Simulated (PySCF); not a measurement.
SMILES C=CC1=C(C)NC(Cl)=N1, C6H7ClN2

Cartesian coordinates in Å; atom numbers follow the order of the lines, from 1:
```xyz
16

C     2.6380   -1.0874   -0.1993
C     1.7261   -0.1302   -0.0833
C     0.3043   -0.3839   -0.0554
N    -0.2146   -1.6543   -0.1498
C    -1.4991   -1.5128   -0.0846
Cl   -2.6495   -2.7563   -0.1520
N    -1.8789   -0.2134    0.0490
C    -0.7223    0.5286    0.0671
C    -0.7315    2.0059    0.2142
H     2.3371   -2.1171   -0.2790
H     3.6919   -0.8708   -0.2168
H     2.0104    0.9105    0.0007
H    -2.8213    0.1346    0.1174
H     0.0797    2.4475   -0.3593
H    -0.6027    2.2918    1.2592
H    -1.6752    2.4162   -0.1397
```

Level of theory: PySCF, GIAO mPW1PW91/pcseg-1 magnetisability, rotational g tensor and spin-rotation constants, non-relativistic, gas phase. Geometry: GFN2-xTB.

Task: Give the nuclear spin-rotation constants along the inertial axes (H = +C I·J) beside the isotropic shieldings.

Result: Rotational constants 2.2241, 0.9817, 0.6840 GHz. A star marks the isotopologue with that one atom substituted, in its own axes.
```tsv
atom	isotope	Caa (kHz)	Cbb (kHz)	Ccc (kHz)	mean (kHz)	σ (ppm)
N4	14N	0.522	0.165	0.025	0.237	-6.1
Cl6	35Cl	0.184	0.318	0.180	0.228	769.2
N7	14N	0.250	0.117	0.050	0.139	93.3
H10	1H	0.030	-0.008	-0.073	-0.017	25.3
H11	1H	0.151	-0.075	-0.079	-0.001	26.4
H12	1H	0.082	-0.028	-0.079	-0.009	25.4
H13	1H	-0.086	0.028	-0.087	-0.049	24.5
H14	1H	-0.016	-0.102	-0.051	-0.056	29.3
H15	1H	-0.211	-0.096	0.003	-0.101	29.5
H16	1H	-0.175	-0.023	-0.065	-0.088	29.9
C1	13C*	0.959	0.294	0.073	0.442	77.2
C2	13C*	1.044	0.305	0.080	0.476	65.6
C3	13C*	0.951	0.352	0.118	0.474	52.5
C5	13C*	0.844	0.300	0.161	0.435	59.4
C8	13C*	0.875	0.324	0.113	0.437	67.0
C9	13C*	0.276	0.113	0.076	0.155	184.1
```
For the geometry as given, no vibrational averaging.
